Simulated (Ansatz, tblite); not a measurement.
Removing and adding an electron: Sn20H28, a nanocrystal cut from cubic tin. Charge 0, multiplicity 1. Geometry: PBE-D4/def2-SVP. Ansatz, gas phase; energy differences of separate SCF runs; the oxidised species was run as a doublet alone; the reduced species was run as a doublet alone.

```xyz
48

Sn   -3.771    1.305   -3.344
Sn   -1.044   -5.141   -0.083
Sn    3.471   -2.952    0.557
Sn    0.241    3.677   -2.670
Sn    3.783    1.432   -0.771
Sn   -0.185   -0.750   -1.375
Sn   -3.856    0.175    1.140
Sn   -0.271   -1.859    3.091
Sn    0.151    2.581    1.795
Sn    3.704    0.314    3.738
Sn   -1.582   -3.131   -1.974
Sn   -0.953    1.195   -3.279
Sn   -4.799    1.966   -0.812
Sn    2.621   -1.072   -1.369
Sn   -1.654   -4.249    2.511
Sn    2.532   -2.169    3.095
Sn    3.042    3.351   -2.703
Sn   -0.513    4.559   -0.104
Sn    2.954    2.229    1.806
Sn   -1.033    0.090    1.188
H    -4.314    2.444   -4.539
H    -4.377   -0.254   -3.816
H    -1.922   -6.595   -0.455
H     0.644   -5.542   -0.166
H     5.211   -2.976    0.584
H     2.935   -4.554    0.151
H    -0.225    4.865   -3.860
H     5.520    1.258   -0.765
H    -4.425   -1.430    0.789
H    -4.477    0.584    2.711
H    -0.755   -1.298    4.672
H    -0.370    3.082    3.384
H     5.436    0.171    3.798
H     3.182    0.832    5.312
H    -1.195   -3.670   -3.581
H    -3.281   -2.760   -1.972
H    -0.372    0.687   -4.846
H    -6.537    1.993   -0.844
H    -4.280    3.567   -0.389
H     3.138   -1.575   -2.958
H    -1.281   -5.477    3.684
H    -3.361   -3.950    2.629
H     2.996   -3.359    4.283
H     3.564    2.830   -4.277
H     3.833    4.864   -2.375
H     0.369    6.013    0.270
H    -2.205    4.948   -0.042
H     3.712    3.756    2.181
```

In the def2 sets Sn takes a core potential; there is no spin–orbit coupling. The xTB rows come from tblite. Single mean-field runs in def2-SVP are fitted with def2-universal-jkfit. HOMO above LUMO, or a gap near zero within one spin, warns that the state may not be the lowest or that an electron is smeared out.

**Question.** Estimate orbital energies and vertical ionisation energies and electron affinities at: GFN1-xTB; GFN2-xTB; PBE-D4/def2-SVP; r2SCANh-D4/def2-SVP; PBE0-D4/def2-SVP.

**Answer.** 
| level | −HOMO (eV) | vertical IE (eV) | −LUMO (eV) | vertical EA (eV) | HOMO–LUMO gap (eV) | IE − EA (eV) | remarks |
| --- | --- | --- | --- | --- | --- | --- | --- |
| GFN1-xTB | 10.45 | 11.70 | 8.92 | 7.72 | 1.53 | 3.98 | – |
| GFN2-xTB | 10.83 | 12.00 | 9.79 | 8.65 | 1.04 | 3.35 | – |
| PBE-D4/def2-SVP | 5.74 | 7.06 | 2.84 | 1.68 | 2.89 | 5.39 | gap within one spin near zero (+1 doublet), gap within one spin near zero (-1 doublet) |
| r2SCANh-D4/def2-SVP | 6.25 | 7.36 | 2.46 | 1.43 | 3.79 | 5.93 | – |
| PBE0-D4/def2-SVP | 6.55 | 7.47 | 2.14 | 1.36 | 4.41 | 6.11 | – |

   Raw xTB energy differences between charge states are shifted by several eV; the methods need an empirical correction for them. Sets without diffuse functions give affinities that are too small.
